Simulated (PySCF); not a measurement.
C6H13Si2 (doublet state).
Geometry (PBE0-D3(BJ)/def2-SVP, Å), atoms numbered from 1 in this order:
```
atom  x, y, z in Å
C1    -0.680   -1.804    0.215
C2    -0.432   -1.489   -1.236
Si3   -0.025    0.364   -1.410
C4    -1.333    1.244   -0.352
C5    -1.071    1.024    1.162
Si6   -0.055   -0.562    1.452
C7     1.690   -0.127    0.827
C8     1.624    0.653   -0.516
H9    -1.241   -2.715    0.456
H10   -1.295   -1.771   -1.868
H11    0.420   -2.083   -1.630
H12   -0.008    0.819   -2.835
H13   -1.382    2.319   -0.592
H14   -2.315    0.824   -0.630
H15   -2.017    1.004    1.728
H16   -0.485    1.864    1.574
H17   -0.085   -1.039    2.868
H18    2.235   -1.075    0.689
H19    2.254    0.441    1.586
H20    1.697    1.738   -0.328
H21    2.483    0.404   -1.161
```

The hyperfine couplings belong to this conformer and change with its torsions.

The species is `[CH]1C[Si@H]2CC[Si@@H]1CC2` [radical].

The calculation used UKS B3LYP, IGLO-III on C Si, pcH-1 on H, non-relativistic, mean-field spin-orbit, GIAO in PySCF. Isolated species at its PBE0-D3(BJ)/def2-SVP geometry, gas phase. Stability of the SCF solution: not tested.

Problem. Break the g tensor into its mass correction, gauge correction and orbital-Zeeman/spin–orbit terms.

Solution. 
```json
{"Δg (ppm)": "relativistic mass correction", "1": "-132", "2": "-132", "3": "-132"}
{"Δg (ppm)": "gauge correction", "1": "4", "2": "25", "3": "29"}
{"Δg (ppm)": "orbital Zeeman/spin–orbit", "1": "-50", "2": "552", "3": "797"}
{"Δg (ppm)": "total", "1": "-177", "2": "444", "3": "694"}
```

So g = 2.00214, 2.00276, 2.00301 and g_iso = 2.00264; the tensor is rhombic: the two nearest values differ by 29 % of g3 − g1. 

Problem. How much does each term add to the isotropic shift?

Solution. The orbital-Zeeman/spin–orbit term 433, the mass correction -132 and the gauge correction 19 ppm, for a total of 320 ppm. The orbital-Zeeman/spin–orbit term is the largest in size. The mass correction is the same along every axis, so the anisotropy comes from the other two: their spans along these axes are 25 (gauge) and 846 ppm (orbital Zeeman/spin–orbit).

Problem. What are the electron Larmor frequencies g μB B/h along the three axes at 330 mT?

Solution. 9.2474, 9.2503, 9.2514 GHz for g1, g2 and g3, a range of 4.0 MHz.

Problem. What effective moment and Curie constant follow for a powder?

Solution. With the mean of g² = 4.0106 and S(S+1) = 0.75: μ_eff = √(⟨g²⟩S(S+1)) = 1.734 μB and χT = 0.12505·⟨g²⟩·S(S+1) = 0.376 cm³ K/mol (cgs; spin-Hamiltonian part alone).

Problem. In a frozen sample, at which fields do the three g values resonate at 9.5, 34, 94 and 263 GHz (hyperfine left aside), and which band first spreads them over more than twice a line width of 1.0 mT?

Solution. 
| band | GHz | B(g3) mT | B(g2) mT | B(g1) mT | spread mT |
| --- | --- | --- | --- | --- | --- |
| X | 9.5 | 338.87 | 338.91 | 339.01 | 0.15 |
| Q | 34.0 | 1212.78 | 1212.94 | 1213.31 | 0.53 |
| W | 94.0 | 3352.99 | 3353.41 | 3354.45 | 1.46 |
| J | 263.0 | 9381.24 | 9382.41 | 9385.33 | 4.08 |

The spread grows in proportion to the frequency. J band is the first where it exceeds 2.0 mT.

The Mulliken spin populations are largest on C1 (+0.99), C2 (-0.09) and H11 (+0.07). No atom but C1 exceeds +0.15. The angles at C1 add up to 360.0°, so it is planar; its axial dipolar tensor and the negative coupling of its proton fit spin in a p orbital normal to that plane.

The HOMO–LUMO gaps are 6.04 eV among the α and 4.98 eV among the β orbitals.
